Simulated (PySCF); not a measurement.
B3LYP has the VWN-RPA correlation part, as in Gaussian. Delta-SCF ions had no search for a lower state. Excitations are Tamm–Dancoff values on a coarser integration grid. The basis has no diffuse functions, so Rydberg states are missing or too high.

**C5H12S2, SMILES `CSCCCSC` (charge 0, multiplicity 1)**

Level of theory: B3LYP-D3(BJ)/def2-SVP in PySCF.

```yaml
HOMO: -5.86 eV
dipole_moment: 2.79 D
LUMO: 0.75 eV
HOMO–LUMO gap: 6.61 eV
S1 excitation (TDA): 5.50 eV
S1 oscillator strength: 0.000
T1 excitation (TDA): 5.00 eV
S1–T1 gap (TDA): 0.50 eV
vertical ionisation energy (Delta-SCF): 7.77 eV
total_energy: -993.8038 Ha
cost: roughly 8 core-minutes
```

```xyz
19

C      1.7101     2.9642     2.1422
S      1.7130     2.3628     0.4265
C      0.5676     0.9494     0.6132
C      0.3814     0.2370    -0.7248
C     -0.5707    -0.9513    -0.6073
S     -0.7642    -1.7733    -2.2294
C     -1.9179    -3.0933    -1.7475
H      0.7015     3.2750     2.4572
H      2.0911     2.1990     2.8367
H      2.3763     3.8378     2.1797
H      0.9752     0.2536     1.3664
H     -0.4011     1.3193     0.9905
H     -0.0075     0.9493    -1.4714
H      1.3597    -0.1093    -1.0980
H     -0.1848    -1.6832     0.1228
H     -1.5611    -0.6175    -0.2531
H     -2.8649    -2.6796    -1.3665
H     -1.4753    -3.7556    -0.9869
H     -2.1287    -3.6839    -2.6503
```
